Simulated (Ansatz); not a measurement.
AlF3, singlet, at a GFN2-xTB geometry (such geometries of metal compounds can be far from the true shape), atoms displaced at random by about 0.02 Å a coordinate; PBE0/def2-SV(P) (Ansatz, a quantum-chemistry and plane-wave program).

Input for Ansatz:
Ansatz 0.2 input:
```yaml
crystal:
  periodic: [false, false, false]
  atoms:
    - {symbol: Al, position_ang: [-0.01450360, 0.00399368, 0.00053688]}
    - {symbol: F, position_ang: [-0.01643736, 1.64638743, 0.04870026]}
    - {symbol: F, position_ang: [1.44664499, -0.81275241, -0.02443785]}
    - {symbol: F, position_ang: [-1.37158979, -0.80930196, -0.01846607]}
basis:
  gaussian:
    orbitals: def2-SV_P_.json
hamiltonian:
  xc: pbe0
relax: {f_tol: 0.05}
```
The basis file holds def2-SV(P) in the JSON format of the Basis Set Exchange.

Problem. Predict the main parts of the log of this Ansatz run.

Solution. 
```
Functional definition: PBE0
572 factors; integrals over basis functions are off by at most 3.3e-4 eV
mean field evaluation 1: about -14728.9476 eV, gradient 5.6e1 eV
mean field evaluation 2: about -14723.0150 eV, gradient 8.5e1 eV
mean field evaluation 4: about -14733.7204 eV, gradient 1.5e0 eV
mean field evaluation 8: about -14733.7378 eV, gradient 2.0e-2 eV
mean field -14733.73781268 eV, -541.4548777296 hartree, gradient 2.3e-5 eV, S^2 0.000000; 0 other end points of the search recorded, 0 dependent functions left out
the calculation of the forces begins
reference -14733.73784056 eV, -541.4548787544 hartree; 20, 20 occupied and 40, 40 virtual orbitals, 572 factors
relax step   1: F+E_penalty+E_count = -14733.73781268 eV  Δ(F+E_penalty+E_count) = +0.000e0 eV  max|allowed force component| = 2.885e0 eV/Å  Δτ_max = 0.0000 Å  (23 SCF iters, accepted)
these checks for a lower state are left out or cut short: starts, cluster_reference, orbital_swaps, neighbouring_geometries, increment
572 factors; integrals over basis functions are off by at most 3.4e-4 eV
mean field evaluation 16: about -14733.7648 eV, gradient 5.2e-2 eV
mean field -14733.77963386 eV, -541.4564146299 hartree, gradient 1.1e-5 eV, S^2 0.000000; 0 other end points of the search recorded, 0 dependent functions left out
the calculation of the forces begins
reference -14733.77966180 eV, -541.4564156565 hartree; 20, 20 occupied and 40, 40 virtual orbitals, 572 factors
relax step   2: F+E_penalty+E_count = -14733.77963386 eV  Δ(F+E_penalty+E_count) = -4.182e-2 eV  max|allowed force component| = 1.564e0 eV/Å  Δτ_max = 0.0592 Å  (26 SCF iters, accepted)
these checks for a lower state are left out or cut short: starts, cluster_reference, orbital_swaps, neighbouring_geometries, increment
572 factors; integrals over basis functions are off by at most 3.4e-4 eV
mean field -14733.82184517 eV, -541.4579658667 hartree, gradient 1.1e-5 eV, S^2 0.000000; 0 other end points of the search recorded, 0 dependent functions left out
the calculation of the forces begins
reference -14733.82187314 eV, -541.4579668946 hartree; 20, 20 occupied and 40, 40 virtual orbitals, 572 factors
relax step   3: F+E_penalty+E_count = -14733.82184517 eV  Δ(F+E_penalty+E_count) = -4.221e-2 eV  max|allowed force component| = 3.048e-2 eV/Å  Δτ_max = 0.0582 Å  (26 SCF iters, accepted)
572 factors; integrals over basis functions are off by at most 3.4e-4 eV
mean field evaluation 32: about -14722.9424 eV, gradient 8.5e1 eV
mean field -14733.82184517 eV, -541.4579658667 hartree, gradient 1.1e-5 eV, S^2 0.000000; 1 other end points of the search recorded, 0 dependent functions left out
the calculation of the forces begins
reference -14733.82187314 eV, -541.4579668946 hartree; 20, 20 occupied and 40, 40 virtual orbitals, 572 factors
Total energy: -14733.82187314 eV, -541.4579668946 hartree
Atom 0 at     0.007233     0.007549     0.002372 Å, force     0.030481    -0.007586    -0.006310 eV/Å
Atom 1 at     0.000299     1.649789     0.048319 Å, force    -0.028467     0.006701     0.002250 eV/Å
Atom 2 at     1.440481    -0.795254    -0.023890 Å, force     0.004333    -0.015326     0.001571 eV/Å
Atom 3 at    -1.403899    -0.833757    -0.020467 Å, force    -0.006347     0.016210     0.002489 eV/Å
Dipole moment:    -0.008927     0.001115     0.001744 e Å
```
